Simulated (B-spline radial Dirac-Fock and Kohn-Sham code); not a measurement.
# How the settings move the core levels of Cs⁴⁺

ΔSCF core binding energies without Breit or QED terms, calculated with a radial B-spline solver. Keys: rel is the Hamiltonian (dirac, or spin-free x2c and nr, where L3 and M5 stand for the whole 2p and 3d shells), method is hf or an exchange,correlation pair (spin-unpolarised, also for the hole states), nuc the nuclear model, radius_factor scales its radius, rmax is the box in bohr, h the logarithmic mesh step, order the B-spline order, points the quadrature points per cell, c_factor scales the speed of light, and damp, ndamp, maxit and tol steer the iteration. The run stops when the commutator error falls below 10·tol·max(1, Z/10), or the numerical noise floor, and the energy has settled to about 1e-8 Ha; the virial ratio is −V/T.

Base input:

```json
{"items": [{"Z": 55, "q": 4, "cfg": [[1, 0, 2], [2, 0, 2], [2, 1, 6], [3, 0, 2], [3, 1, 6], [3, 2, 10], [4, 0, 2], [4, 1, 6], [4, 2, 10], [5, 0, 2], [5, 1, 3]], "A": 133, "rrms": 4.8041, "do": "settings", "holes": ["K", "L3", "M5"],
  "settings": [{"rel": "dirac", "method": "hf", "nuc": "fermi", "radius_factor": 1.0, "rmax": 45.0, "h": 0.3, "order": 8, "points": 10, "c_factor": 1.0, "maxit": 60, "damp": 0.5, "ndamp": 3, "tol": 1e-08}]}]}
```

The ground state converged in 10 iterations, with total energy -7782.96226 Ha, virial ratio 1.93905 and highest orbital energy -55.51 eV. ΔSCF binding energies: K (1s) 36167.1 eV, L3 (2p3/2) 5075.1 eV, M5 (3d5/2) 778.7 eV.

Changes from the base run:

```
                     changed setting  Δ total energy (Ha)  Δ K (eV)  Δ L3 (eV)  Δ M5 (eV)  iterations
rel = "x2c"; h = 0.4; c_factor = 5.0           +224.38092  -1497.20      +6.28     +16.36          10
                     method = "lda,"                    ?         ?          ?          ?           ?
                         tol = 1e-06              0.00000      0.00       0.00       0.00           9
                 radius_factor = 2.0             +0.75041     -8.59      +0.06      +0.01          10
                          damp = 0.0              0.00000      0.00       0.00       0.00          10
     rel = "x2c"; h = 0.4; order = 7             +3.64242    -31.93    +109.86      +5.74          10
                           order = 7             +0.00005      0.00       0.00       0.00          10
```

Question: What does the change method = "lda," do?

Answer: The total energy moves by +8.14883 Ha and the binding energies by K -14.68 eV, L3 -28.84 eV, M5 -7.16 eV; the run takes 9 iterations.
